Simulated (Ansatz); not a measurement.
Ge₅H₇⁺. The state is a singlet with charge 1. Geometry r2SCAN-D4/def2-SVP, basis def2-TZVP, Ansatz.

```xyz
12

Ge    0.5386   -1.7473   -0.0374
Ge   -0.3647    0.1966   -2.7520
Ge   -1.1410   -0.7276    1.3147
Ge    0.5400    0.8054   -0.5344
Ge   -0.6664    1.6120    1.5129
H     1.1487    0.0818   -3.2300
H    -1.9217    2.4661    1.3667
H    -0.0484   -2.7287   -1.0574
H     1.9664    0.8229    0.0774
H    -2.3511   -0.7617    0.3360
H     0.3734    2.0856    2.5226
H     1.9262   -2.1051    0.4809
```

```json
{"run": "A", "HOMO (eV)": "-10.31", "LUMO (eV)": "-8.28"}
{"run": "B", "HOMO (eV)": "-10.56", "LUMO (eV)": "-8.27"}
{"run": "C", "HOMO (eV)": "-11.21", "LUMO (eV)": "-7.62"}
{"run": "D", "HOMO (eV)": "-10.49", "LUMO (eV)": "-8.19"}
{"run": "E", "HOMO (eV)": "-10.89", "LUMO (eV)": "-8.01"}
```

Another isomer (singlet) lies 0.33 eV lower at PBE0-D4/def2-TZVP; other spin states weren't run for this one.

Question: The runs used B97M-V, PBE, PBE0, r2SCAN, r2SCANh. Estimate which is which.

Answer: A PBE (0 % exact exchange); B r2SCAN (0 % exact exchange); C PBE0 (25 % exact exchange); D B97M-V (0 % exact exchange); E r2SCANh (10 % exact exchange). Exact exchange lowers occupied and raises empty levels; among semilocal functionals meta-GGAs tend to open the gap a little, and such runs are hard to tell apart. The gap grows from 2.04 eV (PBE) to 3.59 eV (PBE0).
